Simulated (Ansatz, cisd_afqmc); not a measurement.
System: H4SiO, charge 0, singlet. H4SiO (hydroxysilane, SMILES O[SiH3]).
B3LYP-D3(BJ)/def2-TZVP minimum from Ansatz (a program for electronic structure):
```
Si
O 1 1.6528
H 2 0.9599 1 118.60
H 1 1.4758 2 105.81 3 180.00
H 1 1.4841 4 109.91 2 -120.66
H 1 1.4841 4 109.91 5 -118.68
```

Total energies in cc-pV(D+d)Z, 14 correlated electrons, 6 frozen orbitals. UHF or UKS for unpaired electrons; spin-orbit terms are left out. Correlated methods leave the cores frozen. No relativity. AFQMC/CISD: phaseless, guided by CISD from CCSD amplitudes; bars are statistical, one sigma. Outlying blocks are dropped, and bars are widened where a walk drifts. Over all cases where full CI ran beside it in this data, AFQMC minus full CI had a median of +0.1 mEh and passed +0.4 mEh in a tenth of the cases.

| method | program | energy (Eh) | minus CCSDT(Q) (mEh) |
|---|---|---|---|
| HF | Ansatz | -366.16370 | 332.06 |
| MP2 | Ansatz | -366.46015 | 35.61 |
| CCSD | Ansatz | -366.48840 | 7.36 |
| CCSD(T) | Ansatz | -366.49451 | 1.24 |
| CCSDT(Q) | Ansatz | -366.49576 | 0.00 |
| AFQMC/CISD | cisd_afqmc | -366.4957 ± 0.0004 | 0.1 ± 0.4 |

Rough core times of Ansatz's runs on a shared machine: CCSD(T) under 20 s, CCSDT(Q) 60 s.
